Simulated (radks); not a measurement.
Results of a calculation; reference values are marked as such.
Q: Excited configurations of Bi II: one electron is placed in a higher orbital outside [Hg] 6p1. The ground configuration is [Hg] 6p2. Code: a radial shooting solver on a logarithmic mesh with Libxc functionals. Model: Dirac Kohn-Sham, LDA (Slater exchange, Perdew-Wang correlation), spin-unpolarised, spherical densities, finite nucleus; open shells are shared between the two j in proportion to 2j + 1; Fermi nuclear charge, rms radius 5.5211 fm. Excitation = E - E(ground); binding = E(ion) - E, where the ion is the core of charge +2; n* = 2/sqrt(2 binding) in atomic units, and the quantum defect is n - n*. Eigenvalue and <r> are those of j = l + 1/2.

outer orbital  excitation (eV)  binding (eV)     n*  quantum defect  eigenvalue (eV)  <r> (bohr)
5f                      12.019         3.723  3.823           1.177           -2.516       7.727
6d                       8.981         6.761  2.837           3.163           -4.614       4.896
6f                      13.160         2.582  4.591           1.409           -1.897       13.20
7s                       7.428         8.314  2.559           4.441           -6.451       5.183
7p                       9.642         6.101  2.987           4.013           -4.560       6.720
7f                      13.903         1.839  5.440           1.560           -1.422       20.20

Estimate the row for 7d.

A: excitation (eV) 11.961; binding (eV) 3.781; n* 3.794; quantum defect 3.206; eigenvalue (eV) -2.871; <r> (bohr) 9.934. The Delta-SCF ionisation energy is 15.742 eV (NIST Atomic Spectra Database: 16.703 eV, measured). Self-interaction in the functional shifts the binding energies and quantum defects, so they are the method's values and not measured ones. Spin polarisation and multiplet splitting are left out, so open shells lie too high by an amount that depends on their filling. Sharing an open shell by 2j + 1 raises it above the true ground level by a part of the spin-orbit splitting, which enters the differences from NIST.

Beside tabulated values, note that spin-unpolarised runs miss the spin-polarisation part of the exchange energy of open shells.
